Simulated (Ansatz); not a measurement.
Calculated with Ansatz (gas phase, PBE0-D4/def2-TZVP geometries, no zero-point term in ΔE). CCSD(T)/CBS adds triple-zeta CCSD(T) − MP2 to the extrapolated MP2 energy (def2 sets, frozen cores). This one scheme is used for every species. Functionals use def2-TZVPP. One conformer a species, not always the lowest.

`C=CB(F)F` + H₂S → `FB(F)S` + ethylene  (ligand exchange at a B–C bond)

`C=CB(F)F`:

Cartesian coordinates in Å:
```
C 1.118 0.205 -0.555
C 0.304 -0.176 0.429
B -1.231 -0.096 0.287
F -2.039 -0.473 1.262
F -1.806 0.354 -0.817
H 2.198 0.153 -0.468
H 0.725 0.585 -1.493
H 0.731 -0.552 1.355
```

H₂S:

Cartesian coordinates in Å:
```
S -0.219 -0.311 -0.489
H 0.993 0.152 -0.148
H -0.775 0.159 0.637
```

`FB(F)S`:

```xyz
5

F     0.033   -1.519   -0.958
B    -0.191   -0.390   -0.317
F    -1.393    0.147   -0.400
S     1.143    0.358    0.633
H     0.408    1.405    1.042
```

`C=C`:

```xyz
6

C    -0.264   -0.421    0.436
C     0.264    0.421   -0.436
H     0.200   -0.612    1.398
H    -1.184   -0.956    0.226
H    -0.201    0.612   -1.398
H     1.184    0.956   -0.226
```

(1) Is it downhill or uphill in electronic energy at CCSD(T)/CBS, and by how much? (Best estimate.)

(2) What do these levels give: BHLYP-D4, B2PLYP, LC-ωPBE, RPA@PBE/def2-TZVPP, CCSD/def2-SVP, CCSD/def2-TZVPP? (Estimate.)

Largest T1 diagnostic among the species: 0.013.

## Answers

(1) Ansatz gave: Downhill: ΔE = -34.8 kJ/mol.

(2) Computed: BHLYP-D4 -33.0, B2PLYP -36.0, LC-ωPBE -37.3, RPA@PBE/def2-TZVPP -32.4, CCSD/def2-SVP -36.7, CCSD/def2-TZVPP -33.3 kJ/mol.

From BLYP to BHLYP (50 % exact exchange), in def2-TZVPP and without D4, ΔE moves by +3.9 kJ/mol. In def2-TZVPP, CCSD(T) changes the Hartree–Fock value by −4.2 kJ/mol (the triples alone add −1.3 kJ/mol) and MP2 by −7.1 kJ/mol.
